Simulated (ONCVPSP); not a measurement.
**An odd input for ONCVPSP 4.0.1 (Fe)**

Command:

```bash
oncvpsp.x < Fe.dat > Fe.out
```

Input:

```
# ATOM AND REFERENCE CONFIGURATION
# atsym  z   nc   nv     iexc    psfile
  Fe 26.00    3    4        4      upf
#
#   n    l    f
    1    0    2.00
    2    0    2.00
    2    1    6.00
    3    0    2.00
    3    1    6.00
    3    2    6.00
    4    0    1.75
#
# PSEUDOPOTENTIAL AND OPTIMIZATION
# lmax
    2
#
#   l,   rc,      ep,       ncon, nbas, qcut
    0    1.20    0.00    3    6    8.90
    1    1.40    0.00    4    7   11.00
    2    1.90    0.00    3    6    7.40
#
# LOCAL POTENTIAL
# lloc, lpopt,  rc(5),   dvloc0
    4    5    1.10    0.00
#
# VANDERBILT-KLEINMAN-BYLANDER PROJECTORs
# l, nproj, debl
    0    3    1.70
    1    2    3.50
    2    2    3.00
#
# MODEL CORE CHARGE
# icmod, fcfact, rcfact
    2    0.01    0.00
#
# LOG DERIVATIVE ANALYSIS
# epsh1, epsh2, depsh
   -5.00    5.00    0.04
#
# OUTPUT GRID
# rlmax, drl
    6.00    0.01
#
# TEST CONFIGURATIONS
# ncnf
    4
# nvcnf
#   n    l    f
    4
    3    0    2.00
    3    1    6.00
    3    2    6.00
    4    0    2.00
#
    4
    3    0    2.00
    3    1    6.00
    3    2    6.00
    4    0    1.00
#
    4
    3    0    2.00
    3    1    6.00
    3    2    6.00
    4    0    0.00
#
    4
    3    0    2.00
    3    1    6.00
    3    2    5.00
    4    0    0.00
#
```

This is an input that runs to its end, with one change: model core set to icmod 2, fcfact 0.01, rcfact 0.00.

**Question.** How does the run end?

**Answer.** The program runs through. Ghost flags: GHOST(+) s at 1199.3 eV; the largest excitation error among the 4 tests with output is 120 meV, against 119 meV for the unchanged input.

```
   2   1  6.0000  -25.97699549
   3   0  2.0000   -3.76841372   -3.77002461   -1.61D-03
   3   1  6.0000   -2.52035344   -2.52152995   -1.18D-03
   3   2  6.0000   -0.58637748   -0.58785076   -1.47D-03
   4   0  1.0000   -0.45307640   -0.45301874    5.77D-05

    Total energies and differences
      AE_ref= -1.27239355D+03  AE_tst= -1.27212896D+03  dif=  2.65D-01
      PS_ref= -1.18259351D+02  PS_tst= -1.17994771D+02  dif=  2.65D-01
      PSP excitation error=  8.32D-06

Test configuration 3

   n   l     f        eae           eps        diff
   1   0  2.0000 -257.89188151
   2   0  2.0000  -30.79313517
   2   1  6.0000  -26.33789794
   3   0  2.0000   -4.13325749   -4.13884031   -5.58D-03
   3   1  6.0000   -2.88533696   -2.88960973   -4.27D-03
   3   2  6.0000   -0.94508788   -0.94967356   -4.59D-03

    Total energies and differences
      AE_ref= -1.27239355D+03  AE_tst= -1.27153351D+03  dif=  8.60D-01
      PS_ref= -1.18259351D+02  PS_tst= -1.17399148D+02  dif=  8.60D-01
      PSP excitation error= -1.64D-04

Test configuration 4

   n   l     f        eae           eps        diff
   1   0  2.0000 -258.60395753
   2   0  2.0000  -31.52836909
   2   1  6.0000  -27.07108001
   3   0  2.0000   -4.82036848   -4.81157527    8.79D-03
   3   1  6.0000   -3.56325652   -3.55517440    8.08D-03
   3   2  5.0000   -1.58812892   -1.56978177    1.83D-02

    Total energies and differences
      AE_ref= -1.27239355D+03  AE_tst= -1.27027584D+03  dif=  2.12D+00
      PS_ref= -1.18259351D+02  PS_tst= -1.16146037D+02  dif=  2.11D+00
      PSP excitation error=  4.40D-03
```
